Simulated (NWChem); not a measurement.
Molecule: BHOF2; SMILES OB(F)F

```xyz
5

B     -0.0064    -0.0228     0.0000
F      1.2140     0.4986     0.0000
F     -0.1245    -1.3347     0.0000
O     -1.1080     0.7441     0.0000
H     -0.9098     1.6859     0.0000
```
Atoms are numbered in this order, from 1.

Computed with NWChem. All runs use the structure optimised with PBE0/def2-SVP. B3LYP is NWChem's, with the RPA form of VWN correlation. Ions are spin-unrestricted doublets at the neutral geometry; other ion states weren't tried.

Task: What does the run give for B3LYP/def2-SVP? Quantities: −ε(HOMO) (eV).

Result: The −ε(HOMO) (eV) is 10.13.
